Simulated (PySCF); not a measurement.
C3H4ClNSi, SMILES Cl[Si@H]1C=CC=N1.

Geometry: B3LYP-D3(BJ)/def2-SVP. The structure was generated by enumeration; whether it is a known compound was not checked.

All values below come from TDA-PBE0/def2-SVPD in PySCF 2.14.0.

Vertical excitations. The molecule is in vacuum.

Computed lowest excited states:
```csv
state,energy (eV),λ (nm),f,main pairs
S1,3.57,347,0.001,HOMO→LUMO 98 %
S2,4.93,251,0.037,HOMO−1→LUMO 83 %
S3,5.28,235,0.016,HOMO−2→LUMO 86 %
S4,5.86,212,0.010,HOMO−3→LUMO 95 %
S5,6.51,190,0.005,"HOMO−5→LUMO 54 %, HOMO−4→LUMO 41 %"
S6,6.77,183,0.005,"HOMO→LUMO+2 62 %, HOMO→LUMO+1 17 %, HOMO→LUMO+3 12 %"
S7,6.89,180,0.077,"HOMO−4→LUMO 42 %, HOMO−5→LUMO 31 %, HOMO−1→LUMO+2 11 %"
S8,7.03,176,0.016,"HOMO→LUMO+1 78 %, HOMO→LUMO+2 15 %"
S9,7.37,168,0.003,HOMO−1→LUMO+1 79 %
S10,7.40,167,0.004,HOMO−6→LUMO 78 %
T1,2.96,419,0,"HOMO−1→LUMO 69 %, HOMO→LUMO 26 %"
T2,3.06,406,0,"HOMO→LUMO 70 %, HOMO−1→LUMO 26 %"
T3,4.78,259,0,HOMO−2→LUMO 80 %
T4,5.04,246,0,"HOMO−4→LUMO 31 %, HOMO−5→LUMO 26 %, HOMO−7→LUMO 11 %, HOMO−1→LUMO+2 9 %"
```
Triplets are in the Tamm–Dancoff approximation.
